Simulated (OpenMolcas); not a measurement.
Cl3+: effect of correlating more closed shells

```yaml
Program: OpenMolcas
Basis: ANO-R2 [5s4p3d1f]
Scalar_Hamiltonian: X2C, finite nucleus
Active_space: 4 electrons in 9 orbitals (RAS2 3s 3p; RAS3 3d, at most 2 electrons)
State_averaging: 2S+1 = 3 even, 6 roots; 2S+1 = 1 even, 12 roots; 2S+1 = 5 odd, 1 root; 2S+1 = 3 odd, 8 roots; 2S+1 = 1 odd, 8 roots
Spin-orbit_coupling: state interaction with AMFI integrals over the reference wave functions, term energies averaged over their components
```

Methods on the same reference wave functions:
A. RASSCF
B. MS-RASPT2, IPEA 0.25 Eh, imaginary shift 0.1 Eh (closed shells correlated: none)
C. MS-RASPT2, IPEA 0.25 Eh, imaginary shift 0.1 Eh (closed shells correlated: 2s 2p)

Energies in cm⁻¹ above 3s² 3p² ³P₀, the measured ground level; measured values from Moore, Atomic Energy Levels, vol. I, NSRDS-NBS 35 (1971 reprint of NBS Circular 467, 1949).

| Level | A | B | C | Measured |
| --- | --- | --- | --- | --- |
| 3s² 3p² ³P₀ | 0.0 | 0.0 | 0.0 | 0.0 |
| 3s² 3p² ³P₁ | 432 | 435 | 436 | 491 |
| 3s² 3p² ³P₂ | 1203 | 1205 | 1206 | 1341 |
| 3s² 3p² ¹D₂ | 16068 | 14240 | 14140 | 13766 |
| 3s² 3p² ¹S₀ | 35852 | 33550 | 33390 | 32550 |
| 3s 3p³ ⁵S°₂ | 67678 | 69560 | 70260 |  |
| 3s 3p³ ³D°₁ | 102241 | 101940 | 102220 |  |
| 3s 3p³ ³D°₂ | 102264 | 101960 | 102240 |  |
| 3s 3p³ ³D°₃ | 102328 | 102030 | 102310 |  |
| 3s 3p³ ³P°₂ | 120899 | 120080 | 120160 | 120256 |
| 3s 3p³ ³P°₁ | 120934 | 120120 | 120200 | 120274 |
| 3s 3p³ ³P°₀ | 120939 | 120120 | 120200 |  |
| 3s 3p³ ¹D°₂ | 132041 | 130520 | 130400 |  |

Deviations, from unrounded energies. A percentage is the sum of absolute deviations over the sum of measured energies, with the sign that they share, or ± where signs differ.

```csv
Against measurement,Levels,A,B,C
mean absolute deviation (cm-1),6,1200,330,260
fine structure of the ground term (%),2,-10.8,-10.5,-10.4
other terms of the ground configuration (%),2,+12.1,+3.2,+2.6
other configurations (%),2,+0.5,-0.1,-0.1
```

C lies closest to measurement on these levels and A furthest from it. The largest miss of C in the table is 3s² 3p² ¹S₀, by +840 cm-1. The ranking rests on the paired levels alone, and a cruder setting can come out closer through cancelling errors.

Between B and C the level of the table that moves most is 3s 3p³ ⁵S°₂, by 700 cm-1 (lowest in B, highest in C). Moves below CASPT2's spread within the term are not significant.

From A to B the spin-free energies of the other terms of 3s² 3p² shown, above ³P, scale by factors of 0.88 to 0.93.

The lowest spin-free term lies below A's lowest term by 0.016 hartree in B, 0.206 hartree in C.

What an inner shell adds also hangs on whether the basis holds functions to correlate it.

Term energies are means over components that CASPT2 splits; among the terms shown or strongly mixed into the levels shown the widest spread is 29 cm-1 (3s² 3p² ¹D, C). Configurations are named by rounded mean occupations; where the s occupation lies near a half they are strongly mixed, a name can repeat and a true partner stay unpaired. Some terms take much of their weight from 3d, a shell meant for correlation, so their names are nominal. Some terms mix strongly with configurations of 3d, whose occupation reaches 0.55 (3s 3p³ ³D°, 3s 3p³ ³P°, 3s 3p³ ¹D°). Measured partners are found by configuration, term and J. A level has none where our copy of the source lacks it or the pairing is in doubt (some pairs that miss far off the trend of their configuration count as doubtful), and it then counts in no deviation. Only configurations of the active space appear. Levels that lie high or do not pair safely by name in every column are left out.

° marks odd parity.
